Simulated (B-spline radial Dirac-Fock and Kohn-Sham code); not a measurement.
Level of theory: the Dirac equation of a negative muon with reduced mass in the field of a spherical finite nucleus, with the Uehling potential to all orders; nuclear polarisation, deformation, hyperfine structure, self-energy, higher-order vacuum polarisation, relativistic recoil and electron screening are left out; a radial atomic solver. The nuclear charge is a Fermi distribution (skin thickness 2.3 fm).

**Question.** A muonic atom of atomic mass 149.94 u emits these computed lines: 2p3/2 → 1s1/2 5053 keV, 3d5/2 → 2p3/2 1783 keV, 4f7/2 → 3d5/2 642.3 keV, 5g9/2 → 4f7/2 295.6 keV. Which element is it, and what rms charge radius was used?

**Answer.** Erbium (Z = 68, nuclide ¹⁵⁰Er); the high transitions hardly feel the nucleus and fix Z. The 2p → 1s line lies 5561 keV below the value for a point nucleus without QED, which for this nuclear model gives a radius near 5.05 fm (5.0548 fm was used).
